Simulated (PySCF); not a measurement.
Compound: methallyl acetate, C6H10O2.
Structure used (GFN2-xTB), in Å, numbered top down from 1:
```
atom  x, y, z in Å
C1    -2.1138    1.0471    0.4456
C2    -1.4517    0.2188   -0.3438
C3    -1.7212   -1.2519   -0.4184
C4    -0.3506    0.7091   -1.2504
O5     0.8592   -0.0317   -1.0610
C6     1.6826    0.3764   -0.0899
C7     2.9011   -0.5092   -0.0207
O8     1.4805    1.3315    0.6102
H9    -1.8862    2.0980    0.4864
H10   -2.9094    0.7034    1.0843
H11   -2.5043   -1.5403    0.2767
H12   -0.8144   -1.8072   -0.1815
H13   -2.0218   -1.5289   -1.4285
H14   -0.6170    0.5471   -2.2994
H15   -0.1535    1.7703   -1.0721
H16    3.1526   -0.6992    1.0191
H17    2.7220   -1.4395   -0.5503
H18    3.7370    0.0125   -0.4828
```

Mulliken charges (e) from the PBE0/pcSseg-1 density (PySCF), one withheld:

```tsv
atom	bonded to	charge
C1	C2 H9 H10	-0.0247
C2	C1 C3 C4	-0.5131
C3	C2 H11 H12 H13	-0.1406
C4	C2 O5 H14 H15	+0.1594
O5	C4 C6	-0.4774
C6	O5 C7 O8	+0.3875
C7	C6 H16 H17 H18	-0.2479
O8	C6	?
H9	C1	+0.1107
H10	C1	+0.1037
H11	C3	+0.1138
H12	C3	+0.1307
H13	C3	+0.1203
H14	C4	+0.1326
H15	C4	+0.1247
H16	C7	+0.1435
H17	C7	+0.1350
H18	C7	+0.1488
```

Problem. What is the charge on O8?

Solution. The charges add up to the total charge, 0. The others sum to +0.4070, which leaves -0.4070 e for O8 (ester carbonyl oxygen); the computed value is -0.4069, the difference coming from rounding.

Problem. Add each hydrogen's charge to the atom that carries it.

Solution. C1 +0.1897, C3 +0.2242, C4 +0.4167, C7 +0.1794. Atoms without hydrogen keep their charges.

Problem. Across which bond do the charges differ most?

Solution. C6–O5: +0.3875 on C6 against -0.4774 on O5, a difference of 0.8649 e. The lower charge is on the more electronegative element of the two (Pauling values: O 3.44, C 2.55).

Problem. Take the bonds between elements whose Pauling electronegativities differ by more than 0.25. In how many does the more electronegative atom carry the lower charge?

Solution. In 11 of 13; it doesn't in C4–H14 and C4–H15.

Problem. How much positive and how much negative charge does this set hold in all?

Solution. +1.8107 e on 12 atoms and -1.8106 e on 6.

The Mulliken scheme gives each basis function's population to the atom it is centred on and halves the overlap population of two atoms between them. Geometry: GFN2-xTB, one conformer, isolated molecule.

These values come from a run that also computed NMR shieldings. The run took 47 s on one thread, Arm Neoverse V1, no GPU, on a shared host.
